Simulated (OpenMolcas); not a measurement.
# Rh5+ in a point-charge field

Rh5+ among 4 point charges of -2.5 e arranged as a square (D4h), 1.94 Å from the ion.
```
   1.9400    0.0000    0.0000  -2.50
   0.0000    1.9400    0.0000  -2.50
  -1.9400    0.0000    0.0000  -2.50
   0.0000   -1.9400    0.0000  -2.50
```

| Item | Value |
| --- | --- |
| Program | OpenMolcas 26.06 |
| Method | SS-CASPT2, IPEA 0.25 Eh, imaginary shift 0.1 Eh (closed shells correlated: 4s 4p) |
| Basis | ANO-RCC-VDZP [6s5p3d1f] |
| Scalar Hamiltonian | DKH2, point nucleus |
| Active space | 4 electrons in 5 orbitals (4d) |
| State averaging | 2S+1 = 5 even, 5 roots; 2S+1 = 3 even, 45 roots; 2S+1 = 1 even, 50 roots |
| Spin-orbit coupling | state interaction with AMFI integrals over the reference wave functions |

The lowest spin-free states (labels of D4, the rotations of D4h), above the lowest:

```
State  Degeneracy  E (cm-1)  Free-ion L (%)
  5B1           1         0         D (100)
  5B2           1      7210         D (100)
  3A2           1     19560          H (54)
   3E           2     20400          H (55)
   3E           2     21040          G (28)
   5E           2     21310         D (100)
  3B1           1     21600          H (65)
  3A2           1     23700          G (35)
  3A1           1     23900          G (50)
  5A1           1     25380         D (100)
  3B1           1     26330          F (49)
  3B2           1     28650          H (57)
  1A1           1     28780          I (82)
   3E           2     28940          H (45)
   1E           2     29130          I (78)
   3E           2     29690          F (50)
  1B1           1     29750          I (77)
  3A2           1     30430          P (53)
  3B2           1     30550          F (59)
  1B2           1     30750          I (43)
```

The lowest levels with spin-orbit coupling:

| E (cm-1) | Degeneracy | Label | 2S+1 | g |
| --- | --- | --- | --- | --- |
| 0 | 1 | A1 | 5 |  |
| 22 | 1 | A2 | 5 |  |
| 440 | 2 | E | 5 | 0.00 0.00 2.97 |
| 590 | 1 | B1 | 5 |  |
| 7680 | 1 | B2 | 5 |  |
| 7800 | 2 | E | 5 | 0.00 0.00 4.99 |
| 8100 | 1 | A1 | 5 |  |
| 8120 | 1 | A2 | 5 |  |
| 19320 | 1 | B2 | 3 |  |
| 19380 | 1 | A1 | 3 (81 %) |  |
| 19520 | 2 | E | 3 | 0.00 0.00 3.21 |
| 19540 | 1 | B1 | 3 |  |
| 20010 | 2 | E | 5 (73 %) | 0.00 0.00 4.18 |
| 20050 | 1 | A1 | 5 (54 %) |  |
| 20310 | 1 | A1 | 3 (82 %) |  |
| 20540 | 1 | B1 | 3 |  |
| 20670 | 1 | B2 | 3 |  |
| 20900 | 2 | E | 3 | 0.00 0.00 0.70 |
| 21040 | 1 | A2 | 5 (63 %) |  |
| 21050 | 2 | E | 3 (53 %) | 0.00 0.00 0.39 |

Powder χT (cm3 K/mol): 0.15 at 2 K, 0.697 at 10 K, 1.28 at 50 K, 1.47 at 100 K, 1.76 at 200 K, 1.97 at 300 K. The effective moment at 300 K is 2.828 √(χT) = 3.97 μB.

The lowest level has 2S+1 = 5, for which the spin-only value is χT = S(S+1) / 2 = 3.000 cm3 K/mol (g = 2). The computed 1.972 at 300 K differs by -1.028, through orbital momentum, spin-orbit coupling and any other state in reach.

Point charges give a weaker field than real ligands, and real ions of this kind are as a rule low spin; the high spin found here belongs to the model. Free-ion shares, where given, are those of the reference states; single-state CASPT2 does not remix them. This is an electrostatic model: the charges have no orbitals. No measured value stands beside these numbers.

The CASPT2 steps took 3.7 s on 1 thread of Intel(R) Xeon(R) 6975P-C (Granite Rapids) (shared host); the integral step is not counted.

With an even number of electrons the g values are those of a degenerate or nearly degenerate non-Kramers pair.
